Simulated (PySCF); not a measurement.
## Calculated NMR parameters of C=C/C=C/C(=C)C

```yaml
Formula: C7H10
SMILES: C=C/C=C/C(=C)C
InChI: InChI=1S/C7H10/c1-4-5-6-7(2)3/h4-6H,1-2H2,3H3/b6-5+
Degrees_of_unsaturation: 3
Carbon_signals: 7
Proton_signals: 8
```

Atoms are numbered as in `[CH2:1]=[CH:2]/[CH:3]=[CH:4]/[C:5](=[CH2:6])[CH3:7]`; H(Xn) means a hydrogen on atom n. Ha(C1) is cis to C3; Ha(C6) is cis to C4; Hb(C1) is trans to C3; Hb(C6) is trans to C4.

Single conformer, no relativistic terms, rapidly exchanging positions averaged, no solvent model. Geometry from GFN2-xTB; GIAO PBE0/pcSseg-1 shieldings; PySCF 2.14.

Referencing at the same level of theory: $^{1}$H and $^{13}$C vs TMS.

```tsv
carbon	δC, type	δH (multiplicity)	HMBC from (2–3 bonds)	span of the C tensor (ppm)
C1	124.9, CH2	Hb(C1) 5.45 (m); Ha(C1) 5.56 (m)	H(C2), H(C3)	206
C2	146.1, CH	6.67 (m)	H(C4), H(C3), Ha(C1), Hb(C1)	224
C3	137.6, CH	6.36 (m)	H(C2), H(C4), Ha(C1), Hb(C1)	191
C4	143.7, CH	6.53 (d)	H(C2), H(C3), Hb(C6), Ha(C6), H(C7)	183
C5	150.1, C	–	H(C4), H(C3), Hb(C6), Ha(C6), H(C7)	243
C6	125.7, CH2	Ha(C6) 5.32 (m); Hb(C6) 5.41 (m)	H(C4), H(C7)	179
C7	21.4, CH3	1.98 (s)	H(C4), Hb(C6), Ha(C6)	29
```

- Carbon types of the structure: 1 × C, 3 × CH, 2 × CH2, 1 × CH3, which accounts for all hydrogens.
- δC 150.1: fully substituted alkene carbon; as expected for a trigonal carbon in a double bond.
- δC 146.1, 143.7, 137.6: alkene CH; as expected for a trigonal carbon in a double bond.
- δC 125.7, 124.9: terminal =CH2 carbon; an sp2 carbon of a C=C bond.
- δH 6.67, 6.53, 6.36: hydrogen on an alkene CH; a vinylic proton, deshielded by the sp2 carbon and the C=C anisotropy.
- δH 1.98: hydrogen on an allylic methyl carbon; allylic position.

Shifts are as computed. Against solution values, carbons near 30 ppm lie about +3 ppm off and those near 130 ppm about +5 ppm. Of 1211 compounds with measured shifts, 218 miss one by over three times the rms of a fit or turn the order of signals round; such compounds aren't used in these exercises. No couplings were computed; multiplicities are counted from neighbouring protons, with m where these are inequivalent, close in shift, in a saturated or five-membered ring or joined by F or P, and br s for small geminal =CH2 splittings.
